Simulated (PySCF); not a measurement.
C₄H₉NS, SMILES C/N=C(\C)SC. Geometry optimised at B3LYP-D3(BJ)/def2-SVP. The structure was generated by enumeration; whether it is a known compound was not checked.

Computed equilibrium geometry at B3LYP-D3(BJ)/def2-SVP (PySCF confirms it by a frequency run) as Cartesian coordinates in Å, and its point group:
point group Cs.
```xyz
15

C     -1.0550    -2.2641     0.0000
N     -0.8601    -0.8299     0.0000
C      0.3210    -0.3607     0.0000
C      1.6059    -1.1569     0.0000
S      0.5905     1.3950     0.0000
C     -1.1217     1.9924     0.0000
H     -0.6088    -2.7505    -0.8888
H     -2.1307    -2.4948     0.0000
H     -0.6088    -2.7505     0.8888
H      2.4935    -0.5097     0.0000
H      1.6480    -1.8092     0.8876
H      1.6480    -1.8092    -0.8876
H     -1.6490     1.6299     0.8924
H     -1.0719     3.0900     0.0000
H     -1.6490     1.6299    -0.8924
```
Charge 0, spin multiplicity 1.
